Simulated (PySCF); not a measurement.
Delta-SCF ions had no search for a lower state. Excitations are Tamm–Dancoff values on a coarser integration grid. The basis has no diffuse functions, so Rydberg states are missing or too high.

Cartesian coordinates (Å):
```xyz
6

O     -1.2517     0.6611     0.7982
C     -1.1137    -0.0990    -0.1105
S      0.4136    -0.8544    -0.6723
S      1.8034    -0.2274     0.7123
H     -1.9398    -0.4428    -0.7619
H      2.0882     0.9625     0.1496
```
Charge 0, multiplicity 1.

Problem. Estimate the dipole moment, HOMO–LUMO gap, total energy, S1 excitation (TDA), vertical ionisation energy (Delta-SCF), LUMO, HOMO and T1 excitation (TDA) that PySCF with ωB97X-D3(BJ)/def2-TZVP // B3LYP-D3(BJ)/def2-TZVP returns for this input.

Solution. 
| Quantity | Result |
|---|---|
| dipole moment | 1.65 D |
| HOMO–LUMO gap | 10.87 eV |
| total energy | -911.0329 Ha |
| S1 excitation (TDA) | 4.62 eV |
| vertical ionisation energy (Delta-SCF) | 10.07 eV |
| LUMO | 0.88 eV |
| HOMO | -9.99 eV |
| T1 excitation (TDA) | 4.11 eV |
